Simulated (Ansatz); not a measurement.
Frontier orbitals of C3H4F2Si (`C#C[Si](C)(F)F`).

```xyz
10

C     0.2575   -2.5994   -0.2717
C     0.2572   -1.4680    0.1432
Si    0.2275    0.2590    0.6985
C    -0.4116    1.4212   -0.5697
F     1.7014    0.6650    1.1230
F    -0.6582    0.3383    2.0126
H     0.2612   -3.6036   -0.6308
H    -0.4093    2.4449   -0.1885
H     0.2085    1.3849   -1.4681
H    -1.4342    1.1578   -0.8485
```

Total charge 0; spin multiplicity 1. The geometry is a stationary point of PBE0-D4/def2-TZVP. Basis def2-TZVPP, the Gaussian-basis code of Ansatz.

```
functional  HOMO (eV)  LUMO (eV)  gap (eV)
       PBE      -7.51      -1.40      6.11
      PBE0      -8.77      -0.43      8.34
     BHLYP      -9.84       0.63     10.47
   LC-ωPBE     -11.60       1.90     13.50
   ωB97M-V     -11.04       1.66     12.70
        HF     -11.50       3.28     14.78
```

A quarter of exact exchange (PBE0) shifts PBE's HOMO by −1.25 eV and its LUMO by +0.96 eV; full exchange at long range (ωB97M-V) shifts them by −3.53 and +3.06 eV. The gap opens from 6.11 to 12.70 eV, since occupied levels lose self-interaction and empty ones feel all the electrons. A positive LUMO is unbound and depends on the basis.

LC-ωPBE has ω = 0.4 bohr⁻¹.
